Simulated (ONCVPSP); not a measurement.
# Pseudopotential generation for indium (In): ONCV, LDA (Perdew-Zunger), fully relativistic.

ONCVPSP 4.0.1 input, shortened (lines: element, Z, core and valence counts, functional; n l f; lmax; l rc ep ncon nbas qcut; lloc lpopt rc5 dvloc0; l nproj debl; icmod fcfact rcfact), LDA (Perdew-Zunger), fully relativistic:

```
  In 49.00    6    5        3      upf
    1    0    2.00
    2    0    2.00
    2    1    6.00
    3    0    2.00
    3    1    6.00
    3    2   10.00
    4    0    2.00
    4    1    6.00
    4    2   10.00
    5    0    2.00
    5    1    1.00
    2
    0    1.40    0.00    4    7    6.80
    1    1.65    0.00    4    8    9.60
    2    1.55    0.00    3    8    9.60
    4    5    1.00    4.00
    0    2    0.50
    1    2    0.50
    2    2    2.00
    3    4.50    1.45
```

Open shells are filled in proportion to 2j + 1.

All-electron outer shells of the reference configuration (LDA (Perdew-Zunger), scalar-relativistic, ld1.x):

```csv
shell,level (eV),outermost node (bohr),outermost maximum (bohr)
3p,-648.74,0.14,0.31
3d,-433.01,–,0.26
4s,-119.46,0.41,0.77
4p,-78.05,0.42,0.82
4d,-18.71,0.40,0.94
5s,-8.49,1.02,2.13
5p,-2.70,1.14,2.85
```

What the tests gave:

- Cutoffs needed: 33 Ha and 58 Ha (the cutoffs (Ha) at which the residual kinetic energy of the hardest occupied pseudo-wave falls to 1 and 0.1 mHa per electron)
- Ghost test: no bound ghost flagged; no localised positive-energy state flagged
- Configuration tests: 1 of 4 tests not solved or not reliable
- rms error of d²Exc/dni dnj: 6.95 mHa without and 3.23 mHa with the model core

Generation and tests took about 4.4 s on one core of a shared server CPU.
